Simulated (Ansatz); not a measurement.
Computed with Ansatz on PBE0-D4/def2-TZVP structures; ΔE is electronic, products minus reactants. CCSD(T)/CBS adds triple-zeta CCSD(T) − MP2 to the extrapolated MP2 energy (def2 sets, frozen cores). This one scheme is used for every species. Functionals use def2-TZVPP. B3LYP here is the variant with VWN-RPA as its local correlation; programs differ in this. One conformer a species, not always the lowest.

Consider the formal exchange of groups at a C–Si bond: `N[SiH2]C(Cl)Cl` + `C[SiH3]` → `C[SiH2]C(Cl)Cl` + `N[SiH3]`.

Is it downhill or uphill in electronic energy at CCSD(T)/CBS, and by how much? (An estimate is asked.)

Ansatz gave: Uphill: ΔE = +2.0 kcal/mol.

What do these levels give: r2SCAN-D4, B3LYP-D4, ωB97X-V, ωB97M-V, B2PLYP, PBE0, CCSD/def2-TZVPP, CCSD(T)/def2-TZVPP, HF/def2-QZVPP, HF/CBS(def2), MP2/CBS(def2), CCSD/CBS(def2)? (An estimate is asked.)

Ansatz gave: r2SCAN-D4 2.2, B3LYP-D4 2.0, ωB97X-V 1.9, ωB97M-V 2.0, B2PLYP 2.2, PBE0 2.3, CCSD/def2-TZVPP 1.9, CCSD(T)/def2-TZVPP 1.9, HF/def2-QZVPP 2.3, HF/CBS(def2) 2.4, MP2/CBS(def2) 1.8, CCSD/CBS(def2) 2.0 kcal/mol.

Largest T1 diagnostic among the species: 0.010.
